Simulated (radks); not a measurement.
The numbers below are computed, except where a source is named.
Problem. All-electron atom: neutral silicon in [Ne] 3s2 3p2. Code: a radial shooting solver on a logarithmic mesh with Libxc functionals. Model: Dirac Kohn-Sham, PBE, spin-unpolarised, spherical densities, point nucleus; open shells fill j = l - 1/2 first. Some entries of the table are withheld. Estimate them.

orbital,occ.,eigenvalue (eV),r(max) (bohr),<1/r> (bohr^-1)
1s1/2,2,-1785.770,0.07261,13.64
2s1/2,2,-139.4586,0.4545,(1)
2p1/2,2,(2),(3),2.470
2p3/2,4,(4),(5),2.457
3s1/2,2,-10.7970,1.789,0.6278
3p1/2,2,(6),(7),(8)
3p3/2,0,(9),(10),(11)

Solution. 
(1) 2s1/2 <1/r> (bohr^-1): 2.582
(2) 2p1/2 eigenvalue (eV): -95.9482
(3) 2p1/2 r(max) (bohr): 0.3868
(4) 2p3/2 eigenvalue (eV): -95.3010
(5) 2p3/2 r(max) (bohr): 0.3884
(6) 3p1/2 eigenvalue (eV): -4.0899
(7) 3p1/2 r(max) (bohr): 2.151
(8) 3p1/2 <1/r> (bohr^-1): 0.4847
(9) 3p3/2 eigenvalue (eV): -4.0584
(10) 3p3/2 r(max) (bohr): 2.158
(11) 3p3/2 <1/r> (bohr^-1): 0.4828
